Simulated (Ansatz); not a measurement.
`C[SiH2][SiH2][TeH]` and `BS[SiH2][SiH2]C` differ in one atom or group.

Ansatz, PBE0-D4/def2-TZVP geometries, multiplicity 1. Each molecule was computed in one conformer, which needn't be the lowest.

Elements past krypton have def2 core potentials.  Spin–orbit coupling is left out; it splits and shifts lone-pair levels of the heavy atoms by tenths of an eV.

| property | `C[SiH2][SiH2][TeH]` |
| --- | --- |
| LUMO energy (PBE0/def2-TZVPP) / eV | -0.83 |
| size of the dipole moment (PBE/def2-TZVPP) / D | 1.08 |
| HOMO–LUMO gap (PBE/def2-TZVPP) / eV | 3.80 |
| LUMO energy (ωB97M-V/def2-TZVPP) / eV | 0.88 |
| HOMO–LUMO gap (ωB97M-V/def2-TZVPP) / eV | 9.35 |
| HOMO energy (PBE/def2-TZVPP) / eV | -5.41 |

Give the same properties after the change, and the shifts. (An estimate is asked.)

Ansatz gave: 
```csv
property,`BS[SiH2][SiH2]C`,shift
LUMO energy (PBE0/def2-TZVPP) / eV,-1.49,-0.66
size of the dipole moment (PBE/def2-TZVPP) / D,1.47,0.39
HOMO–LUMO gap (PBE/def2-TZVPP) / eV,4.19,0.39
LUMO energy (ωB97M-V/def2-TZVPP) / eV,0.42,-0.46
HOMO–LUMO gap (ωB97M-V/def2-TZVPP) / eV,10.09,0.74
HOMO energy (PBE/def2-TZVPP) / eV,-6.61,-1.20
```

With PBE0 the HOMO falls by 1.24 eV and the LUMO falls by 0.66 eV, so the gap widens by about 0.58 eV. PBE moves the HOMO by -1.20 eV and ωB97M-V by -1.20 eV. Dipoles are sizes alone; their direction can turn.

Positive LUMOs are unbound, so they and the gaps depend on the basis.
